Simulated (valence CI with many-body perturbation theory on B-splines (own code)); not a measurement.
## Ho⁶⁰⁺: key properties

Computed by relativistic CI+MBPT: five valence electrons over a frozen Dirac-Fock core [He], radial functions for each j: 11 s, 11 p, 10 d, 8 f, 5 g, 2 h, with the one-electron correlation potential Σ1, the two-electron term Σ2, the three-electron term Σ3, Breit, model QED; selected CI, second order for the rest, scaled by the run's own slope (own B-spline code, finite nucleus).

The last digits are not significant, and no measured levels were compared; by estimate large intervals hold to a few tenths of a per cent, small ones and those within an open d or f shell to about a per cent. Among the levels kept, up to 7300 cm⁻¹ of a level comes from second order outside the variational space, and about a tenth of that is noise between levels of different J, which matters for small intervals.

Levels are named by their leading jj configuration (3d3/2^4 stands for four electrons in 3d with j = 3/2), which in mixed levels can hold well under half, so a name can repeat and another be missing.

Rates and lifetimes use the calculated energies. Strong lines usually hold to 10 to 20 %, long lifetimes can be off by a factor of two.

(1) What is the ground level?

(2) Among levels below 10094 eV, which E1 lines absorb most strongly from the ground level?

(3) How well does LS coupling describe the low levels?

(4) What is the ionisation energy?

(5) Name the longest-lived excited levels whose lifetime is computed, and their main decay.

(6) Where does the other parity begin?

## Answers

(1) (2s^2 2p1/2^2 2p3/2) J=3/2, composition 48 % 2s2.2p3 2P° + 27 % 2s2.2p3 2D° + 25 % 2s2.2p3 4S°, g = 1.325.

(2) to (2s^2 2p1/2^2 3d5/2) J=5/2 at 0.1607 nm, f = 0.545; to (2s^2 2p1/2 2p3/2 3d3/2) J=5/2 at 0.1449 nm, f = 0.499; to (2s^2 2p1/2 2p3/2 3d3/2) J=3/2 at 0.1448 nm, f = 0.269.

(3) Among the lowest 20 levels the leading LS term, summed over configurations, holds 63 % on average. For single configurations the figures are 63 % in LS and 100 % in jj coupling. Terms mix most in the J = 3/2 level at 7554 eV, where the leading one holds 34 %.

(4) 13418 eV; NIST lists 13417 ± 10 eV (theoretical).

(5) (2s^2 2p1/2 2p3/2^2) J=5/2 at 897 eV lives 918 ps, mostly by M1 to (2s^2 2p1/2^2 2p3/2) J=3/2; (2s^2 2p1/2 2p3/2^2) J=1/2 at 941 eV lives 271 ps, mostly by M1 to (2s^2 2p1/2^2 2p3/2) J=3/2; (2s^2 2p1/2 2p3/2^2) J=3/2 at 874 eV lives 157 ps, mostly by M1 to (2s^2 2p1/2^2 2p3/2) J=3/2.

(6) At (2s 2p1/2^2 2p3/2^2) J=5/2, 1171 eV.
